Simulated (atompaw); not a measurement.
**Before and after: PAW (atompaw) potential for Tb (Z = 65)**

terbium (Tb), PAW, made with atompaw 4.2.0.5 (PBE, scalar-relativistic). Core [Kr] 4d10, reference 4f8 5s2 5p6 5d0 6s0 6p0 (charge +3). Waves: 5s (bound): rc 1.95 bohr; 6s (bound, empty): rc 2.70 bohr; 5p (bound): rc 1.60 bohr; 6p (bound, empty): rc 2.70 bohr; 5d (bound, empty): rc 0.65 bohr; 5d channel at -0.65 Ry: rc 2.70 bohr; 4f (bound): rc 1.10 bohr; 4f channel at -0.9 Ry: rc 1.10 bohr. Local part: bessel scheme, radius 2.25 bohr. Core correction: smooth core density matched at 2.60 bohr. Augmentation charge: sinc compensation charge, radius 2.35 bohr; PAW radius 2.70 bohr; waves and projectors: custom rrkj gramschmidtortho.

Change: all radii scaled by about 1.23 (s 2.40, p 1.98, d 0.80, f 1.36 bohr); local potential bessel scheme, radius 2.78 bohr; augmentation sinc compensation charge, radius 2.90 bohr; PAW radius 3.34 bohr; waves and projectors: custom rrkj gramschmidtortho; core correction smooth core density matched at 3.22 bohr.

Cutoffs: the cutoffs (Ry, on a coarse ladder) from which the occupation-weighted sum of valence levels, in a spherical-Bessel basis at the reference potential, stays within 10 and 1 mRy of its value at 400 Ry; they do not see the model core or the augmentation charge, which bear on the density cutoff.

Q: What does the change do?

A: The potential gets softer (160 Ry and 260 Ry → 100 Ry and 160 Ry); neither file shows a bound ghost. A larger radius leaves more room for a smooth pseudo-wave, so fewer plane waves are needed.

| quantity | base | changed |
| --- | --- | --- |
| cutoff, loose | 160 Ry | 100 Ry |
| cutoff, tight | 260 Ry | 160 Ry |
| loose cutoff by channel (10 mRy a level) | s 12 Ry, p 21 Ry, f 100 Ry | s 8 Ry, p 18 Ry, f 70 Ry |
| bound ghosts | none | none |
| lowest overlap eigenvalue by channel | s 0.41, p 0.53, d 0.06, f 1.00 | s 0.36, p 0.47, d 0.52, f 0.84 |

Base: The 5d radius (0.65 bohr) lies inside the outermost node of the all-electron wave (0.77 bohr), which a nodeless pseudo-wave cannot match soundly. Changed file: The cutoffs count occupied waves only; the empty 5d level needs 180 Ry at the loose tolerance. The cutoffs see the waves, projectors and local potential, not the compensation charge or the core.
